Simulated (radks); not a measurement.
All-electron atom: N II in [He] 2s2 2p2 (the NIST ground configuration).

Calculated with a radial shooting solver on a logarithmic mesh with Libxc functionals: scalar-relativistic Kohn-Sham, exchange-only B88, spin-polarised, spherical densities, finite nucleus; open shells are filled with parallel spins first; Fermi nuclear charge, rms radius 2.5582 fm.

Energy parts (eV):
total: -1466.907
kinetic: 1468.535
electron-nucleus: -3375.627
Hartree: 607.593
exchange: -167.407

Orbitals (lengths in bohr, moments of r in powers of bohr; <r^-3> diverges for s and p1/2; r(max) is where P^2 peaks):
| orbital | occ. | eigenvalue (eV) | r(max) | <r^-3> | <r^4> |
|---|---|---|---|---|---|
| 1s up | 1 | -401.2920 | 0.1483 | - | 0.01352 |
| 1s down | 1 | -399.8663 | 0.1481 | - | 0.01323 |
| 2s up | 1 | -33.0636 | 0.9805 | - | 6.181 |
| 2s down | 1 | -28.6000 | 0.9998 | - | 7.428 |
| 2p up | 2 | -21.3741 | 0.9020 | 3.999 | 8.790 |

The highest occupied level is 2p up at -21.374 eV. The spin density at the nucleus is -0.0110 e/bohr^3 (1s -0.5109, 2s 0.4998).

Empty levels of this run are not shown, since the potential may be unsettled where no density lies.
